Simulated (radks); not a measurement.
Species: the krypton ion Kr8+. Configuration: [Ar] 3d10.

Method: Dirac Kohn-Sham, PBEsol, spin-unpolarised, spherical densities, point nucleus; computed with a radial shooting solver on a logarithmic mesh with Libxc functionals.

Energy parts (eV):
total: -75380.467
kinetic: 77414.801
electron-nucleus: -178272.003
Hartree: 27951.936
exchange-correlation: -2475.201

Orbitals (lengths in bohr, moments of r in powers of bohr; r(max) is where P^2 peaks; r(90%) holds 90 % of the orbital's charge):
orbital	occ.	eigenvalue (eV)	r(90%)	r(max)
1s1/2	2	-14284.09	0.0742	0.02709
2s1/2	2	-1999.626	0.284	0.1544
2p1/2	2	-1821.132	0.257	0.1211
2p3/2	4	-1767.289	0.263	0.1244
3s1/2	2	-397.8666	0.784	0.4666
3p1/2	2	-334.6125	0.806	0.4564
3p3/2	4	-326.5850	0.820	0.4652
3d3/2	4	-215.9398	0.875	0.4067
3d5/2	6	-214.5892	0.880	0.4093

The highest occupied level is 3d5/2 at -214.59 eV. Summed over all electrons, <r^2> = 6.484 bohr^2, which gives a Langevin (diamagnetic) susceptibility term of -5.14 x 10^-6 cm^3/mol. The density falls to 0.001 e/bohr^3 at r = 1.79 bohr.
